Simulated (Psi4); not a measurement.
C2H9GaN (SMILES [CH3][Ga]([CH3])<-[NH3]), doublet, at a GFN2-xTB geometry (such geometries of metal compounds can be far from the true shape) (the spin is typed, not shown lowest); Psi4 with HF/def2-SVP.

Input for Psi4:
```
memory 2 GB

molecule {
0 2
  Ga    0.35565171    0.12567504    0.45849011
  C     1.05725161    1.02823073   -1.36726847
  H     1.88170245    0.47457811   -1.82071374
  H     1.40219734    2.04652231   -1.17838924
  H     0.23567631    1.07971697   -2.08591315
  C    -1.70779912    0.52504554    0.93187866
  H    -2.19629358   -0.32323370    1.41539074
  H    -2.24749798    0.75945946    0.01096043
  H    -1.79289149    1.38537280    1.59821234
  N    -0.39654347   -1.79393875   -0.88360141
  H    -1.12887412   -1.35294866   -1.43124050
  H    -0.80548007   -2.58436714   -0.39589015
  H     0.30534776   -2.14311248   -1.52806115
}

set basis def2-svp
set reference uhf
set d_convergence 1e-4

energy('scf')
print_variables()
```

**Question.** Predict the main parts of the log of this Psi4 run.

**Answer.** 
```
   => Loading Basis Set <=

    Name: DEF2-SVP
    Role: ORBITAL
    Keyword: BASIS

         ---------------------------------------------------------
                                   SCF
               by Justin Turney, Rob Parrish, Andy Simmonett
                          and Daniel G. A. Smith
                              UHF Reference
         ---------------------------------------------------------

  ==> Geometry <==

    Molecular point group: c1
    Full point group: C1

    Geometry (in Angstrom), charge = 0, multiplicity = 2:

       Center              X                  Y                   Z               Mass
    ------------   -----------------  -----------------  -----------------  -----------------
         GA           0.297254876464     0.112591133062     0.384818330535    68.925573500000
         C            0.998854776464     1.015146823062    -1.440940249465    12.000000000000
         H            1.823305616464     0.461494203062    -1.894385519465     1.007825032230
         H            1.343800506464     2.033438403062    -1.252061019465     1.007825032230
         H            0.177279476464     1.066633063062    -2.159584929465     1.007825032230
         C           -1.766195953536     0.511961633062     0.858206880535    12.000000000000
         H           -2.254690413536    -0.336317606938     1.341718960535     1.007825032230
         H           -2.305894813536     0.746375553062    -0.062711349465     1.007825032230
         H           -1.851288323536     1.372288893062     1.524540560535     1.007825032230
         N           -0.454940303536    -1.807022656938    -0.957273189465    14.003074004430
         H           -1.187270953536    -1.366032566938    -1.504912279465     1.007825032230
         H           -0.863876903536    -2.597451046938    -0.469561929465     1.007825032230
         H            0.246950926464    -2.156196386938    -1.601732929465     1.007825032230

  Running in c1 symmetry.

  Rotational constants: A =      0.12946  B =      0.11812  C =      0.08198 [cm^-1]
  Rotational constants: A =   3881.14478  B =   3541.05212  C =   2457.63032 [MHz]
  Nuclear repulsion =  260.835045300687000

  Charge       = 0
  Multiplicity = 2
  Electrons    = 59
  Nalpha       = 30
  Nbeta        = 29

  ==> Algorithm <==

  SCF Algorithm Type is DF.
  DIIS enabled.
  MOM disabled.
  Fractional occupation disabled.
  Guess Type is SAD.
  Energy threshold   = 1.00e-06
  Density threshold  = 1.00e-04
[...]
   @DF-UHF iter   7: -2058.30455067573075   -1.29276e-05   8.53849e-06 DIIS
   @DF-UHF iter   8: -2058.30455283515312   -2.15942e-06   3.17597e-06 DIIS
   @DF-UHF iter   9: -2058.30455314657684   -3.11424e-07   1.65712e-06 DIIS
  Energy and wave function converged.

  ==> Post-Iterations <==

   @Spin Contamination Metric:   6.718710490E-03
   @S^2 Expected:                7.500000000E-01
   @S^2 Observed:                7.567187105E-01
   @S   Expected:                5.000000000E-01
   @S   Observed:                5.000000000E-01

    Orbital Energies [Eh]
    ---------------------

    Alpha Occupied:

[...]
    Alpha Virtual:

[...]
    Beta Occupied:

[...]
    Beta Virtual:

[...]
    Final Occupation by Irrep:
              A
    DOCC [    29 ]
    SOCC [     1 ]
    NA   [    30 ]
    NB   [    29 ]

  @DF-UHF Final Energy: -2058.30455314657684

   => Energetics <=

    Nuclear Repulsion Energy =            260.8350453006869998
    One-Electron Energy =               -3387.3722260766871841
    Two-Electron Energy =                1068.2326276294234049
    Total Energy =                      -2058.3045531465768363

  UHF NO Occupations:
  HONO-2 :   28  A 1.9990562
  HONO-1 :   29  A 1.9979414
  HONO-0 :   30  A 1.0000000
  LUNO+0 :   31  A 0.0020586
  LUNO+1 :   32  A 0.0009438
  LUNO+2 :   33  A 0.0001433
  LUNO+3 :   34  A 0.0000509

Computation Completed

Properties will be evaluated at   0.000000,   0.000000,   0.000000 [a0]

Properties computed using the SCF density matrix

 Multipole Moments:

 ------------------------------------------------------------------------------------
     Multipole            Electronic (a.u.)      Nuclear  (a.u.)        Total (a.u.)
 ------------------------------------------------------------------------------------

 L = 1.  Multiply by 2.5417464519 to convert [e a0] to [Debye]
 Dipole X            :          6.1355217           -6.5108868           -0.3753651
 Dipole Y            :          0.1504215           -1.4587745           -1.3083531
 Dipole Z            :          7.4612803           -8.2139492           -0.7526689
 Magnitude           :                                                    1.5553768

 ------------------------------------------------------------------------------------

  Variable Map:
  ----------------------------------------------------------------------------
[...]
  Array Variable Map:
  ----------------------------------------------------------------------------
[...]
[...]
```
